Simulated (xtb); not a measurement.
xtb input (GFN2-xTB):

```bash
xtb mol.xyz --gfn 2 --ohess tight --chrg -1 --uhf 0
```
mol.xyz:
```
5

B     -0.33328080     0.22846660     0.15977578
F     -0.21245447     1.59269945    -0.27310990
O     -1.57936784    -0.40961639     0.24581107
O      0.94893825    -0.49278976     0.35551092
H      1.18700200    -0.87002872    -0.48414178
```

Output:

```
           -------------------------------------------------
          |                Calculation Setup                |
           -------------------------------------------------

           -------------------------------------------------
          |                 G F N 2 - x T B                 |
           -------------------------------------------------

        Reference                      10.1021/acs.jctc.8b01176
      * Hamiltonian:
        H0-scaling (s, p, d)           1.850000    2.230000    2.230000
        zeta-weighting                 0.500000
      * Dispersion:
        s8                             2.700000
        a1                             0.520000
        a2                             5.000000
        s9                             5.000000
      * Repulsion:
        kExp                           1.500000    1.000000
        rExp                           1.000000
      * Coulomb:
        alpha                          2.000000
        third order                    shell-resolved
        anisotropic                    true
        a3                             3.000000
        a5                             4.000000
        cn-shift                       1.200000
        cn-exp                         4.000000
        max-rad                        5.000000

          ...................................................
          :                      SETUP                      :
          :.................................................:
          :  # basis functions                  17          :
          :  # atomic orbitals                  17          :
          :  # shells                            9          :
          :  # electrons                        24          :
          :  max. iterations                   250          :
          :  Hamiltonian                  GFN2-xTB          :
          :  restarted?                      false          :
          :  GBSA solvation                  false          :
          :  PC potential                    false          :
          :  electronic temp.          300.0000000     K    :
          :  accuracy                    1.0000000          :
          :  -> integral cutoff          0.2500000E+02      :
          :  -> integral neglect         0.1000000E-07      :
          :  -> SCF convergence          0.1000000E-05 Eh   :
          :  -> wf. convergence          0.1000000E-03 e    :
          :  Broyden damping             0.4000000          :
          :  net charge                         -1          :
          :  unpaired electrons                  0          :
          ...................................................

 iter      E             dE          RMSdq      gap      omega  full diag
   1    -14.6178386 -0.146178E+02  0.107E+01    9.80       0.0  T
   2    -14.8895173 -0.271679E+00  0.715E+00    4.19       1.0  T
   3    -14.9341350 -0.446177E-01  0.400E+00    6.18       1.0  T
   4    -14.9390901 -0.495509E-02  0.160E+00    4.95       1.0  T
   5    -14.9543723 -0.152822E-01  0.664E-01    5.77       1.0  T
   6    -14.9554167 -0.104442E-02  0.215E-01    5.65       1.0  T
[...]
molecular quadrupole (traceless):
                xx          xy          yy          xz          yz          zz
 q only:       -4.414      -2.275      -0.674       0.984       0.365       5.088
  q+dip:       -5.521      -2.833      -0.564       1.203       0.441       6.084
   full:       -5.971      -3.257      -0.501       1.296       0.489       6.472

           -------------------------------------------------
          |                Geometry Summary                 |
           -------------------------------------------------

      molecular mass/u    :       62.8161818
   center of mass at/Å    :       -0.2205761       0.3538931       0.0127450
  moments of inertia/u·Å² :        0.4881721E+02   0.5092912E+02   0.9974632E+02
rotational constants/cm⁻¹ :        0.3453215E+00   0.3310019E+00   0.1690051E+00

 * 3 selected distances

     #   Z          #   Z                                           value/Å
     1   5 B        3   8 O                                       1.2576815
     1   5 B        4   8 O                                       1.4472120 (max)
     4   8 O        5   1 H                                       0.9551436 (min)

 * 2 distinct bonds (by element types)

   Z      Z             #   av. dist./Å        max./Å        min./Å
   1 H    8 O           1     0.9551436     0.9551436     0.9551436
   5 B    8 O           2     1.3524468     1.4472120     1.2576815

           -------------------------------------------------
          |               Frequency Printout                |
           -------------------------------------------------
 projected vibrational frequencies (cm⁻¹)
eigval :       -0.00    -0.00    -0.00     0.00     0.00     0.00
eigval :      379.26   404.86   433.33   586.13   690.11   827.18
eigval :     1026.62  1622.44  3680.63
 reduced masses (amu)
   1: 15.00   2: 15.43   3: 17.01   4: 17.97   5: 15.63   6: 15.41   7: 15.24   8:  2.67
   9: 15.98  10: 11.64  11: 15.07  12: 12.73  13:  4.16  14: 12.64  15:  1.88
 IR intensities (km·mol⁻¹)
   1:  6.42   2:  9.42   3: 14.18   4:  8.01   5: 13.59   6:  2.49   7:  6.45   8: 72.95
   9: 31.06  10:223.00  11:108.83  12:476.38  13:101.16  14:657.22  15:  4.31
 Raman intensities (Ä⁴*amu⁻¹)
   1:  0.00   2:  0.00   3:  0.00   4:  0.00   5:  0.00   6:  0.00   7:  0.00   8:  0.00
   9:  0.00  10:  0.00  11:  0.00  12:  0.00  13:  0.00  14:  0.00  15:  0.00
 output can be read by thermo (or use thermo option).
 writing <g98.out> molden fake output.
 recommended (thermochemical) frequency scaling factor: 1.0
           -------------------------------------------------
          |             Thermodynamic Functions             |
           -------------------------------------------------

cs  symmetry found (for desy threshold:  0.10E+00) used in thermo

          ...................................................
          :                      SETUP                      :
          :.................................................:
          :  # frequencies                           9      :
Note: The following floating-point exceptions are signalling: IEEE_DENORMAL
normal termination of xtb
          :  # imaginary freq.                       0      :
          :  linear?                             false      :
          :  only rotor calc.                    false      :
          :  symmetry                               cs      :
          :  rotational number                       1      :
          :  scaling factor                  1.0000000      :
          :  rotor cutoff                   50.0000000 cm⁻¹ :
          :  imag. cutoff                  -20.0000000 cm⁻¹ :
          :.................................................:

    mode    ω/cm⁻¹     T·S(HO)/kcal·mol⁻¹    T·S(FR)/kcal·mol⁻¹   T·S(vib)
   ------------------------------------------------------------------------
   ------------------------------------------------------------------------

   temp. (K)  partition function   enthalpy   heat capacity  entropy
                                   cal/mol     cal/K/mol   cal/K/mol   J/K/mol
 298.15  VIB   1.79                  818.673      7.286      3.905
         ROT  0.380E+05              888.752      2.981     23.939
         INT  0.681E+05             1707.425     10.266     27.844
         TR   0.482E+27             1481.254      4.968     38.315
         TOT                        3188.6788    15.2346    66.1589   276.8090

       T/K    H(0)-H(T)+PV         H(T)/Eh          T*S/Eh         G(T)/Eh
   ------------------------------------------------------------------------
    298.15    0.508148E-02    0.270671E-01    0.314342E-01   -0.436718E-02
   ------------------------------------------------------------------------

         :::::::::::::::::::::::::::::::::::::::::::::::::::::
         ::                  THERMODYNAMIC                  ::
         :::::::::::::::::::::::::::::::::::::::::::::::::::::
         :: total free energy         -14.952255933728 Eh   ::
         ::.................................................::
         :: total energy              -14.947888754084 Eh   ::
         :: zero point energy           0.021985585431 Eh   ::
         :: G(RRHO) w/o ZPVE           -0.026352765076 Eh   ::
         :: G(RRHO) contrib.           -0.004367179645 Eh   ::
         :::::::::::::::::::::::::::::::::::::::::::::::::::::

optimized geometry written to: xtbopt.xyz

           -------------------------------------------------
          | TOTAL ENERGY              -14.947888754084 Eh   |
          | TOTAL ENTHALPY            -14.920821685552 Eh   |
          | TOTAL FREE ENERGY         -14.952255933728 Eh   |
          | GRADIENT NORM               0.000261946569 Eh/α |
          | HOMO-LUMO GAP               7.760187530978 eV   |
           -------------------------------------------------

------------------------------------------------------------------------
------------------------------------------------------------------------
 total:
 SCF:
 ANC optimizer:
 analytical hessian:
```

It need not be the lowest isomer of its formula. Whether it binds its extra electron was not tested at this geometry.
